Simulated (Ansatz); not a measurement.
Ideal-gas functions of F2H4SiSn, SMILES `[F][SnH]([F])[SiH3]` at 600 K and 1 bar, from an Ansatz frequency run at PBE0-D4/def2-TZVP.

Molar mass 188.82 g/mol, point group Cs (symmetry number 1), electronic degeneracy 1, moments of inertia 121.17, 246.693, 301.715 u Å². Harmonic wavenumbers (cm⁻¹, unscaled): 59, 92, 118, 177, 310, 472, 482, 570, 578, 621, 625, 843, 930, 933, 1959, 2237, 2256, 2267.

Use S(trans) = R[1.5 ln M + 2.5 ln T − 1.1517]; rotational temperatures θ = 24.2544 K / I; S(rot) = R[ln(√π/σ · √(T³/θAθBθC)) + 1.5]; for each mode x = 1.438777 ν̃/T, S = R[x/(eˣ − 1) − ln(1 − e⁻ˣ)] and H = RT x/(eˣ − 1); 1 cm⁻¹ = 0.0119627 kJ/mol; R = 8.31446 J/(mol·K).

By hand: the entropy, in J/(mol·K).

Translation 188.8. Rotation: θ = 0.2002, 0.0983, 0.0804 K, giving 123.8. Vibration, mode by mode: 24.58, 20.90, 18.84, 15.50, 10.97, 7.71, 7.56, 6.33, 6.24, 5.73, 5.69, 3.75, 3.18, 3.16, 0.44, 0.25, 0.24, 0.23, in all 141.3. Electronic 0.0. Sum 453.9 J/(mol·K).

By hand: H − E and G − E in kJ/mol, counted from the electronic energy.

Zero-point energy ½ × 15529 × 0.0119627 = 92.9; thermal vibration 39.9; translation, rotation and pV give 4 RT = 20.0. H − E = 152.8 kJ/mol, and G − E = 152.8 − 600 × 453.9/1000 = -119.5 kJ/mol.

Vibration gives 31 % of the entropy, 64.3 J/(mol·K) of it from the modes under 150 cm⁻¹: soft modes count most, and the harmonic formula is weakest for them.
